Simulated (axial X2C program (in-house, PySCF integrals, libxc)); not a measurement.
## GaF: from the spin-free to the two-component result

Calculated with an in-house relativistic program for diatomic molecules. Spin-free means the one-electron spin-free X2C Hamiltonian; two-component (2c) means X2C with spin–orbit coupling and atomic mean-field two-electron Coulomb and Gaunt terms, so the difference of the two also holds small scalar two-electron terms. Basis: Ga dyall-cv3z [9s9p7d4f1g], F dyall-av3z [7s6p3d2f] (cores contracted in-house); Gaussian nuclei, density fitting, unrestricted open shells. Masses: Ga 68.926 u, F 18.998 u.

Spin-free state: M_S = 0, Λ = 0 (closed shell); fragments Ga + F.

```
  level  Re (Å)  ωe (cm⁻¹)  De (eV)  μ (D)
   PBE0   1.783      609.1    5.929  -2.37
     HF   1.762      645.3    4.189  -2.26
    MP2   1.794      608.1    6.425    n/a
   CCSD   1.786      619.6    5.928    n/a
CCSD(T)   1.791      611.8    6.076    n/a
  B3LYP   1.799      590.6    6.016  -2.56
```

Correlated methods: 10 electrons correlated (number of frozen shells: Ga 3 s, 2 p, 1 d; F 1 s), 258 virtual spin orbitals or spinors in MP2, 88 natural virtuals in coupled cluster.

Dipoles are positive if F is the positive end.

Two-component determinant lowest at the distance of the search:

Ω = 0 (closed shell); fragments Ga + F.

```
  level  Re (Å)  ωe (cm⁻¹)  De (eV)  μ (D)
   PBE0   1.784      608.9      n/a  -2.37
     HF   1.763      645.0      n/a  -2.26
    MP2   1.795      607.8    6.362    n/a
   CCSD   1.786      619.4    5.860    n/a
CCSD(T)   1.792      611.6    6.004    n/a
  B3LYP   1.799      590.3      n/a  -2.56
```

Question: From the two tables, how do the constants change at the CCSD(T) level (2c against spin-free)?

Answer: At the CCSD(T) level Re is unchanged within 0.001 Å and ωe is unchanged to within 0.2 cm⁻¹; De changes by -0.072 eV.

The state is one determinant whose occupation by symmetry is held fixed; it was picked as the lowest of a PBE0 search that is not exhaustive. Closed shells are restricted here (equal orbitals for both partners); the stretched side of such a curve lies too high. Dissociation energies refer to the lowest single-determinant-based atoms at the same level and basis. De is not given where an atomic determinant may have missed its ground term or J level, or where the truncated virtual space spoils (T). CCSD and (T) use frozen natural virtuals with an MP2 correction for the truncation; (T) itself is uncorrected, so its De runs slightly low. The functionals have no current-density term, which raises determinants with orbital currents, atoms included. With the outer-core shells frozen, correlated bond lengths of heavy atoms tend to come out a few hundredths of an ångström too long.
